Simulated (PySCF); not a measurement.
# C₆ coefficients of unlike pairs at PBE

Calculated with PySCF 2.14 from the dipole response of each species, C₆(A,B) = (3/π) ∫ α_A(iu) α_B(iu) du, in atomic units, from isotropic polarisabilities. For ions this is the dispersion term alone; charge-induced terms of lower order in 1/R come first.

| species | configuration | basis | relativity | α (bohr³) | C₆ (like pair) |
| --- | --- | --- | --- | --- | --- |
| B⁺ | [He] 2s2 (1S) | def2-TZVPPD (6s3p3d1f) | none | 10.64 | 28.81 |
| Li | [He] 2s1 (2S) | aug-cc-pCVQZ (9s8p6d4f2g) | none | 142.0 | 1127 |
| F²⁺ | [He] 2s2 2p3 (4S) | aug-cc-pwCVDZ (5s4p2d) | none | 1.253 | 1.612 |
| Ar³⁺ | [Ne] 3s2 3p3 (4S) | dyall-av3z (19s12p3d2f) | spin-free X2C | 3.542 | 9.653 |

(1) Estimate C₆ for Ar³⁺ with F²⁺.

No spin-orbit coupling is included.

The other pairs:

```
    pair     C₆
 F²⁺, B⁺  5.442
 F²⁺, Li  19.29
Ar³⁺, B⁺  14.57
Ar³⁺, Li  53.69
  Li, B⁺  139.6
```

Answers

(1) The integral gives 3.869. The combination rule 2 C_A C_B / (C_A α_B/α_A + C_B α_A/α_B) gives 3.904 and the geometric mean 3.945.
